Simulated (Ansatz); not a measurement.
C3H9InO2, singlet, at a GFN2-xTB geometry (such geometries of metal compounds can be far from the true shape) (all electrons, no relativity); CASSCF(4,3)/STO-3G run with Ansatz (a program for electronic structure).

Here is a job for Ansatz.
Ansatz 0.2 input:
```yaml
crystal:
  periodic: [false, false, false]
  atoms:
    - {symbol: In, position_ang: [-0.03909270, 0.09017958, 0.13274377]}
    - {symbol: C, position_ang: [1.89671315, -0.59587603, -0.83555053]}
    - {symbol: C, position_ang: [3.05254754, 0.09755177, -0.16001776]}
    - {symbol: H, position_ang: [1.81689655, -0.34706646, -1.89263332]}
    - {symbol: H, position_ang: [1.92902060, -1.67745175, -0.71405594]}
    - {symbol: H, position_ang: [3.07133333, -0.12656363, 0.90510136]}
    - {symbol: H, position_ang: [2.98052752, 1.17771112, -0.27542815]}
    - {symbol: H, position_ang: [3.99548956, -0.23434486, -0.59887202]}
    - {symbol: O, position_ang: [-0.04157161, 1.29986762, 1.67287890]}
    - {symbol: H, position_ang: [-0.94467591, 1.47428277, 1.93868866]}
    - {symbol: O, position_ang: [-2.00789325, -0.25267960, -0.22266452]}
    - {symbol: C, position_ang: [-2.62835077, -1.04865327, -1.19129429]}
    - {symbol: H, position_ang: [-2.39724261, -2.11204633, -1.06228960]}
    - {symbol: H, position_ang: [-3.70960268, -0.91643237, -1.07493088]}
    - {symbol: H, position_ang: [-2.35594475, -0.75252658, -2.21056449]}
basis:
  gaussian:
    orbitals: STO-3G
hamiltonian:
  xc: hf
magnetization: {spin_polarized: false}
correlation: {active_space: {window: {electrons: 4, orbitals: 3}}}
```

Problem. Write the output that Ansatz gives for this input, abridged.

Solution. 
```
Functional definition: HF
853 factors; integrals over basis functions are off by at most 8.8e-5 eV
mean field evaluation 1: about -161849.3601 eV, gradient 3.4e1 eV
mean field evaluation 2: about -161849.6160 eV, gradient 3.4e1 eV
mean field evaluation 4: about -161854.2539 eV, gradient 2.3e0 eV
mean field evaluation 8: about -161854.2827 eV, gradient 3.0e-4 eV
mean field -161854.28267363 eV, -5948.0351794827 hartree, gradient 3.6e-6 eV, S^2 0.000000; 0 other end points of the search recorded, 0 dependent functions left out
reference -161854.28267363 eV, -5948.0351794827 hartree; 46, 46 occupied and 15, 15 virtual orbitals, 853 factors
state -161854.69700181 eV, -5948.0504057625 hartree
Total energy: -161854.69700181 eV, -5948.0504057625 hartree
```
